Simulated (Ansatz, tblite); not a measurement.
Cost and result up the ladder for Ag₂I⁺ (the lowest singlet isomer of a short search) (3 atoms). Charge 1, multiplicity 1. Geometry: PBE-D4/def2-TZVP.

```xyz
3

Ag    0.1750   -1.7064   -1.1035
Ag    0.1441    2.0351    0.0214
I    -0.3191   -0.3288    1.0821
```

Ansatz on 4 threads of Intel Xeon Platinum 8488C on a shared host; xTB runs through tblite on one thread. Times are rough, summed over both states, and most runs start from the orbitals of an earlier one. PBE-QIDH/def2-TZVP serves as the yardstick here, not as an exact answer. Differences are given only for rows in sets of like size (and for xTB, whose basis is part of the method), since another set adds its own error. The other state is a quintet at its own geometry.

In the def2 sets Ag, I take a core potential, while STO-3G treats all electrons; there is no spin–orbit coupling. The xTB rows come from tblite. Correlated methods freeze 4 core orbitals; core or outer-core shells of Ag, I are correlated, in sets that lack core-valence functions. The structure comes from a short search, and lower isomers may exist.

Second-order perturbation terms are unreliable where d shells bring near-degenerate states, and here PBE-QIDH/def2-TZVP, MP2/def2-TZVP lie more than 0.4 eV from the median of the functionals without such a term.

Correlated methods converge slowly with the basis.

xTB has no spin-polarisation term.

| level | functions | wall time | quintet − singlet (eV) | difference from PBE-QIDH/def2-TZVP (eV) |
| --- | --- | --- | --- | --- |
| GFN1-xTB | 27 | 0.007 s | 7.02 | -0.79 |
| GFN2-xTB | 27 | 0.016 s | 7.01 | -0.80 |
| MP2/def2-TZVP | 130 | 3.1 s | 7.89 | 0.09 |
| HF/STO-3G | 81 | 5.4 s | -1.43 | – |
| PBE0-D4/def2-TZVP (with forces) | 130 | 5.4 s | 6.97 | -0.84 |
| PBE-QIDH/def2-TZVP | 130 | 6.6 s | 7.81 | 0.00 |
| B2PLYP/def2-TZVP | 130 | 7.5 s | 7.15 | -0.65 |
| RPA@PBE/def2-TZVP | 130 | 10 s | 6.24 | -1.57 |
| r2SCAN0-D4/def2-TZVP | 130 | 11 s | 7.12 | -0.69 |
